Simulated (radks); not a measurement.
Task: These are the eigenvalues of the occupied orbitals of an atom or ion with whole-number occupations (eV). Calculated with a radial shooting solver on a logarithmic mesh with Libxc functionals: Dirac Kohn-Sham, BLYP, spin-unpolarised, spherical densities, finite nucleus; Fermi nuclear charge, rms radius of each element as measured or else 0.836 A^(1/3) + 0.57 fm.

| orbital | eigenvalue |
|---|---|
| 1s1/2 | -11040.07 |
| 2s1/2 | -1450.649 |
| 2p1/2 | -1299.402 |
| 2p3/2 | -1267.494 |
| 3s1/2 | -244.5201 |
| 3p1/2 | -194.4346 |
| 3p3/2 | -190.0282 |
| 3d3/2 | -104.6137 |
| 3d5/2 | -103.9706 |

Which element is it, and in what charge state? The configuration may be excited. Open shells, if any, fill j = l - 1/2 first.

Result: Z = 32, germanium, charge +5: Ge5+ in [Ar] 3d9. The list shows which subshells hold electrons but not how many an open one holds; the 1s level, -405.72 hartree, gives Z - s = 28.5 by -(Z - s)^2/2, which with screening and relativity narrows Z to a few neighbours, and the depths of the outer levels then fix element, charge and occupations together.
